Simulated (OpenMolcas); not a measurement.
## Mo III: the spin-orbit constant, Racah parameters, worked from levels

```
Program             : OpenMolcas
Basis               : ANO-RCC-VDZP [6s5p3d1f]
Scalar Hamiltonian  : DKH2, point nucleus
Active space        : 4 electrons in 6 orbitals (4d 5s)
State averaging     : 2S+1 = 5 even, 15 roots; 2S+1 = 3 even, 95 roots; 2S+1 = 1 even, 90 roots
Spin-orbit coupling : state interaction with AMFI integrals over the reference wave functions, term energies averaged over their components
```

Methods: CASSCF; MS-CASPT2, IPEA 0.25 Eh, imaginary shift 0.1 Eh (closed shells correlated: 4s 4p). Measured levels: Sugar and Musgrove, J. Phys. Chem. Ref. Data 17, 155 (1988).

**The spin-orbit constant.** For the Hund term ⁵D of d4, E(J) = (A/2) J(J+1) + constant and ζ = 2S·A = 4A. From J = 0 to J = 4 the energy changes by 10 A.

| Source | E(4) - E(0) | A | ζ |
| --- | --- | --- | --- |
| CASSCF | 2017.6 | 201.8 | 807 |
| MS-CASPT2 | 2035.8 | 203.6 | 814 |
| measured | 1872.3 | 187.2 | 749 |

All in cm-1. MS-CASPT2 is off by +8.7 % and CASSCF by +7.8 %. Both methods take the spin-orbit matrix elements from the reference wave functions, so the second can move ζ only through the term energies and any multistate remixing. Second-order mixing with other terms is absorbed into this ζ.

**Racah parameters.** Above ⁵D, d4 has ³G at 9B + 4C, ³H at 4B + 4C and ³D at 16B + 4C. The first two fix B and C, and the third tests them; where it misses by thousands of cm-1, two parameters do not describe the configuration (Trees and configuration-interaction terms are left out) and B and C hang on the terms chosen. Term energies are centres of gravity, weighted by 2J + 1.

```
   Source     ³G     ³H    B     C   C/B  ³D from B, C  ³D found
   CASSCF  18055  13939  823  2662  3.23         23816     22844
MS-CASPT2  16918  13862  611  2854  4.67         21192     20185
 measured  15172  12145  605  2431  4.02         19404
```

Energies in cm-1. From CASSCF to MS-CASPT2, B changes by -25.8 % and C by +7.2 %. Against the measured terms, MS-CASPT2 has B off by +1.0 % and C by +17.4 %.

CASPT2 breaks the degeneracy within a term, and the mean is taken; among the terms shown or strongly mixed into the levels shown the widest spread is 130 cm-1 (4d⁴ ³F(1), MS-CASPT2). Without dynamic correlation excited terms often stand tens of per cent too high (terms of higher spin than the ground term too low), and those without a measured partner can miss by more than the paired ones (holds for CASSCF). Blocks of more than 70 roots (2S+1 = 3 even, 1 even) ran without multistate coupling (holds for MS-CASPT2). Computed and measured levels are paired by configuration, term and J; levels that our copy of the source lacks, or whose pairing is in doubt (as where it misses far off the trend of its configuration), stay unpaired and out of the deviations. Only configurations of the active space appear.

A number in round brackets counts repeated terms of one configuration in the order of the reference energies.
